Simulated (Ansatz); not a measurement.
Relaxation of AlCl₃H₃N (8 atoms, charge 0, multiplicity 1), to a largest force component of 0.03 eV/Å in at most 50 steps.

The calculation used RKS B3LYP/cc-pVDZ (Ansatz).

```xyz
8
Properties=species:S:1:pos:R:3
Al -1.016 -0.016 -0.486
N 0.294 -1.007 0.412
Cl -0.967 0.068 -2.599
Cl -2.517 0.954 0.645
H 1.620 0.884 0.543
Cl 1.665 2.164 0.222
H 0.113 -1.325 1.363
H 0.809 -1.723 -0.099
```

**Question.** Where does it end, and by what steps?

**Answer.** The run converged. After 12 steps the energy has fallen by 2.158 eV; H5 moved furthest, 1.36 Å. Parted: H5–Cl6 (1.32 → 3.05 Å). Joined: Al1–Cl6 (3.53 → 2.15 Å), N2–H5 (2.31 → 1.03 Å).

```json
{"step": "0", "energy less start (eV)": "0.0000", "largest force component (eV/Å)": "1.032", "accepted": "yes"}
{"step": "1", "energy less start (eV)": "-0.0969", "largest force component (eV/Å)": "0.412", "accepted": "yes"}
{"step": "2", "energy less start (eV)": "-0.1253", "largest force component (eV/Å)": "0.570", "accepted": "yes"}
{"step": "3", "energy less start (eV)": "-0.1408", "largest force component (eV/Å)": "0.474", "accepted": "yes"}
{"step": "4", "energy less start (eV)": "-0.2128", "largest force component (eV/Å)": "0.594", "accepted": "yes"}
{"step": "5", "energy less start (eV)": "-0.4465", "largest force component (eV/Å)": "1.251", "accepted": "yes"}
{"step": "6", "energy less start (eV)": "-1.0114", "largest force component (eV/Å)": "2.346", "accepted": "yes"}
{"step": "7", "energy less start (eV)": "-1.6280", "largest force component (eV/Å)": "1.283", "accepted": "yes"}
{"step": "8", "energy less start (eV)": "-1.8402", "largest force component (eV/Å)": "2.699", "accepted": "yes"}
{"step": "9", "energy less start (eV)": "-2.0455", "largest force component (eV/Å)": "1.041", "accepted": "yes"}
{"step": "10", "energy less start (eV)": "-2.1426", "largest force component (eV/Å)": "0.347", "accepted": "yes"}
{"step": "11", "energy less start (eV)": "-2.1566", "largest force component (eV/Å)": "0.033", "accepted": "yes"}
{"step": "12", "energy less start (eV)": "-2.1580", "largest force component (eV/Å)": "0.014", "accepted": "yes"}
```

```xyz
8
Properties=species:S:1:pos:R:3
Al -0.513 0.745 -0.449
N 0.526 -0.765 0.460
Cl -0.745 -0.053 -2.432
Cl -2.283 0.814 0.770
H 1.433 -0.435 0.807
Cl 0.868 2.378 -0.227
H 0.009 -1.146 1.259
H 0.706 -1.538 -0.190
```

Whether the end is a true minimum wasn't checked by a vibrational analysis.

Run time: 26 s on 2 threads of Intel(R) Xeon(R) 6975P-C (Granite Rapids), on a shared host, peak memory 0.28 GiB.
